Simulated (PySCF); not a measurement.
Species: C8H9 (doublet state).
Atom-mapped SMILES: `[CH3:1][CH:2][C:3]#[C:4][CH:5]=[C:6]1[CH2:7][CH2:8]1` (hydrogens: H9, H10, H11 on C1; H12 on C2; H13 on C5; H14, H15 on C7; H16, H17 on C8)

Cartesian coordinates in Å at the GFN2-xTB level; atoms count from 1:
```
atom  x, y, z in Å
C1     3.4161    0.7427   -0.2156
C2     2.8672   -0.4957    0.4009
C3     1.5538   -0.7285    0.5433
C4     0.3434   -0.9257    0.6654
C5    -1.0041   -1.1853    0.8284
C6    -1.9766   -0.3601    0.4275
C7    -3.4069   -0.0874    0.3231
C8    -2.3747    0.8927   -0.2075
H9     2.6162    1.4108   -0.5260
H10    4.0299    0.4965   -1.0848
H11    4.0595    1.2665    0.4948
H12    3.5751   -1.2355    0.7488
H13   -1.2654   -2.1217    1.3121
H14   -3.9996   -0.6501   -0.3868
H15   -3.9558    0.1766    1.2180
H16   -2.2623    0.9938   -1.2791
H17   -2.2226    1.8223    0.3253
```

The hyperfine couplings belong to this conformer and change with its torsions.

Computed, not measured: UKS B3LYP, pcH-1 on C H, non-relativistic, mean-field spin-orbit, GIAO (PySCF). Geometry: GFN2-xTB; no solvent, vibrations or thermal averaging. A GFN2-xTB geometry isn't a minimum of the functional, and hyperfine couplings can be far from their values at a DFT geometry. Stability of the SCF solution: not tested. ⟨S²⟩ is 0.786 where a pure state has 0.75.

Mulliken spin populations: C1 -0.051, C2 +0.613, C3 -0.233, C4 +0.450, C5 -0.184, C6 +0.370, C7 -0.029, C8 -0.027, H9 +0.001, H10 +0.025, H11 +0.025, H12 -0.029, H13 +0.008, H14 +0.016, H15 +0.016, H16 +0.014, H17 +0.014. Main spin sites, with 60 % or more of the largest population: C2, C4, C6; positions count bonds from the nearest.

Question: Give the computed dipolar 1H tensors of H9, H10, H11, H14, H15, H16, H17.

Answer: 
```tsv
atom	position	distance from C2 (Å)	T1 (MHz)	T2	T3
H9	2 bonds from C2	2.13	-2.27	-2.01	4.27
H10	2 bonds from C2	2.13	-3.11	-2.16	5.27
H11	2 bonds from C2	2.13	-3.12	-2.16	5.27
H14	2 bonds from C6	6.91	-1.75	-1.62	3.37
H15	2 bonds from C6	6.90	-1.75	-1.61	3.36
H16	2 bonds from C6	5.60	-1.90	-1.21	3.11
H17	2 bonds from C6	5.59	-1.90	-1.20	3.09
```

Question: Estimate them with point dipoles: put each population ρk at its nucleus, leave out the nucleus itself and the atom bound to it, and sum T = Σ [ρk/(2S)]·C·(3 n nᵀ − 1)/r³ with C = μ0 gₑ μB g_N μN/(4π h) = 79.06 MHz Å³.

Answer: 
| atom | T1 (MHz) | T2 | T3 | T3, computed | difference in T3 (%) |
| --- | --- | --- | --- | --- | --- |
| H9 | -5.00 | -3.42 | 8.42 | 4.27 | +97 |
| H10 | -5.05 | -4.24 | 9.29 | 5.27 | +76 |
| H11 | -5.06 | -4.25 | 9.31 | 5.27 | +77 |
| H14 | -3.03 | -2.31 | 5.33 | 3.37 | +58 |
| H15 | -3.03 | -2.31 | 5.35 | 3.36 | +59 |
| H16 | -2.71 | -2.47 | 5.18 | 3.11 | +67 |
| H17 | -2.71 | -2.47 | 5.17 | 3.09 | +67 |
